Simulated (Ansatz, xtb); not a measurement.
**Isomers of C5H4OSe in order of energy**

5 gas-phase structures of C5H4OSe, from a drawn sample of its isomers (lower ones may exist). Each was relaxed with GFN2-xTB; where two conformers were screened, the lower at r2SCAN-D4/def2-SVP is listed:

A. `O=Cc1ccc[se]1`, a singlet
B. `[Se]=Cc1ccco1`, a singlet
C. `O=C1C=C[Se]C=C1`, a singlet
D. `O=Cc1cc[se]c1`, a singlet
E. `O=C1C=CC=C[Se]1`, a singlet

Q: Which do you expect lowest at r2SCAN-D4/def2-SVP, and how would the others follow?

A: Calculated order at r2SCAN-D4/def2-SVP: E (0.000), A (0.132), D (0.258), C (0.351), B (0.604) eV. CCSD(T)/def2-SVP + ΔMP2/def2-TZVPP after further relaxation puts A lowest instead.

Energies above the lowest of each column, in eV; the last columns are at PBE0-D3(BJ)/def2-SVP geometries (a dash: not run or not comparable):

```csv
structure,GFN2-xTB,HF/STO-3G,r2SCAN-D4/def2-SVP,PBE0-D3(BJ)/def2-SVP,CCSD(T)/def2-SVP + ΔMP2/def2-TZVPP
E,0.340,0.173,0.000,0.000,0.067
A,0.519,0.073,0.132,0.044,0.000
D,0.604,0.000,0.258,0.156,0.090
C,0.743,0.228,0.351,0.290,0.272
B,0.000,0.209,0.604,0.533,–
```

CCSD(T)/def2-SVP + ΔMP2/def2-TZVPP puts A lowest of those it was run on; GFN2-xTB picks B, HF/STO-3G picks D, r2SCAN-D4/def2-SVP picks E, PBE0-D3(BJ)/def2-SVP picks E. CCSD(T)/def2-SVP + ΔMP2/def2-TZVPP orders those it was run on as A (0.000), E (0.067), D (0.090), C (0.272) eV. Less than 1 kcal/mol parts E and D, so the order within that pair means little. Flexible structures stand in one conformer each, not always the lowest. Frequencies (GFN2-xTB) were run for A, C, D, E alone. ΔMP2 is the change of the MP2 energy from the smaller to the larger basis.

Over these structures GFN2-xTB departs from r2SCAN-D4/def2-SVP by 0.310 eV on average once a common shift is removed. A GFN2-xTB relaxation took about 0.075 s and the r2SCAN-D4/def2-SVP energy about 2.4 s on a shared host (Ansatz 0.2.0, xtb 6.7.1).
